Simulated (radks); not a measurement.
Neutral chromium inside a hard spherical wall (all orbitals vanish at R), configuration held at [Ar] 3d5 4s1 and not refilled when levels cross. Calculated with a radial shooting solver on a logarithmic mesh with Libxc functionals: non-relativistic Kohn-Sham, LDA (Slater exchange, VWN5 correlation), spin-polarised, spherical densities, point nucleus; open shells are filled with parallel spins first. Eigenvalues in eV for spin up, with the zero of energy where the potential of the charges vanishes at infinity; a dash marks a level that is unbound or too diffuse for the functional's potential to be trusted. A positive occupied level is held by the wall or, in an anion where self-interaction has pushed it up, behind a barrier. The pressure on the wall is -dE/dV.

R (bohr)	E (hartree)	kinetic (hartree)	e(3s)	e(3p)	e(4s)	e(3d)	e(4p, empty)	e(5s, empty)	pressure (GPa)
free	-1042.21835	1040.860	-72.887	-45.812	-4.532	-3.983	-1.291	-0.023	0
15	-1042.21835	1040.860	-72.886	-45.812	-4.532	-3.982	-1.286	0.403	< 0.0001
10	-1042.21795	1040.864	-72.849	-45.775	-4.500	-3.947	-1.149	1.984	0.0105
8	-1042.21473	1040.887	-72.664	-45.590	-4.328	-3.775	-0.729	4.562	0.144
7	-1042.20768	1040.929	-72.372	-45.301	-4.031	-3.506	-0.158	7.339	0.551
6	-1042.18675	1041.034	-71.728	-44.665	-3.309	-2.915	1.045	12.420	2.25
5	-1042.12217	1041.306	-70.311	-43.273	-1.476	-1.604	3.749	22.489	10.3
4	-1041.90437	1042.093	-67.123	-40.168	3.655	1.453	10.575	44.925	57.0
3.5	-1041.62141	1043.036	-64.182	-37.312	9.560	4.445	17.928	66.961	152
3	-1041.01162	1045.027	-59.487	-32.717	21.094	9.561	31.569	104.93	469
1.5	-1018.55851	1111.952	16.369	47.081	283.11	97.817	296.56	708.31	65800
